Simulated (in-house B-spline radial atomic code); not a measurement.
## Ionising Nb II (Nb+) with different functionals

Computed with a radial B-spline atomic code at the basis-set limit: scalar-relativistic (spin-free X2C) Hamiltonian, Fermi nucleus of rms radius 4.324 fm, spin-polarised at highest spin, spherical fractional occupations for the functionals, the average over the highest-spin determinants for Hartree-Fock. The ionisation energy is the difference of two self-consistent energies, [Kr] 4d4 → [Kr] 4d3, without Breit or QED terms; ε is the level of the shell that loses the electron (its least bound occupied spin orbital). There is no spin-orbit coupling in this Hamiltonian.

Hybrids are left out here: with spherical fractional occupations of an open shell their exact exchange keeps a self-interaction that integer-occupation calculations don't have.

```tsv
method	rung	ΔSCF (eV)	-ε(4d) (eV)
Hartree-Fock	Hartree-Fock	13.53	14.50
LDA VWN5	LDA	15.04	10.28
LDA PW92	LDA	15.04	10.28
LDA exchange-only	LDA	14.12	9.48
PBE	GGA	14.92	10.15
PBEsol	GGA	14.92	10.15
BLYP	GGA	14.67	9.90
RPBE	GGA	14.87	10.09
PW91	GGA	14.98	10.21
BP86	GGA	14.98	10.23
AM05	GGA	14.88	10.12
OLYP	GGA	14.77	9.93
TPSS	meta-GGA	14.78	10.01
SCAN	meta-GGA	14.95	10.21
r2SCAN	meta-GGA	14.95	10.19
revTPSS	meta-GGA	14.74	9.98
```

How do they compare with the NIST value?

NIST lists 14.320 eV (semi-empirical, ground level to ground level). Errors run from -0.79 to +0.72 eV; BLYP is closest (+0.35 eV), but part of that can be cancellation, since the calculations leave out spin-orbit coupling, Breit-QED terms, multiplet and fine-structure energies. Hartree-Fock also lacks correlation.
